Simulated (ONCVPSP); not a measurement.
**Ir (Z = 77): excitation energies, all-electron against ONCV**

iridium (Ir), optimised norm-conserving Vanderbilt (ONCV), made with ONCVPSP 4.0.1 (PBE, scalar-relativistic). Core [Xe] 4f14, reference 5d7 6s1.5 6p0.5. Waves: 6s: rc 2.55 bohr, ncon 4, nbas 7, qcut 2 1/bohr, 2 projectors, debl 1.9 Ha; 6p: rc 2.70 bohr, ncon 4, nbas 8, qcut 2.9 1/bohr, 2 projectors, debl 0.4 Ha; 5d: rc 1.65 bohr, ncon 3, nbas 6, qcut 5.6 1/bohr, 1 projector. Local part: polynomial inside 1.45 bohr (lpopt 5, dvloc0 -1 Ha). Core correction: Teter function fitted to the true core (icmod 2), fcfact 0.4.

Energies are relative to the spin-unpolarised reference configuration 5d7 6s1.5 6p0.5; without spin polarisation the order of configurations can differ from experiment.

| valence configuration | charge | ΔE all-electron (eV) | error AE − PS (meV) |
| --- | --- | --- | --- |
| 5d7 6s2 6p0 | 0 | -2.605 | +0.5 |
| 5d7 6s0 6p0 | +2 | 24.744 | -13 |

(1) What are ΔE and the potential's error for 5d7 6s1 6p0?

(2) What are ΔE and the potential's error for 5d7 6s1 6p1?

Levels in the configuration 5d7 6s2 6p0:

```csv
level,all-electron (eV),pseudo (eV)
5d,-7.148,-7.143
6s,-6.331,-6.331
```

Note: ghosts flagged at negative energy: s at -68.1 eV, p at -22.0 eV; no localised positive-energy state flagged. A true bound ghost makes a file unfit for plane-wave use.

## Answers

(1) ΔE = 7.275 eV all-electron; the error (AE − PS) is -3.8 meV.

(2) ΔE = 2.711 eV all-electron; the error (AE − PS) is -1.2 meV.
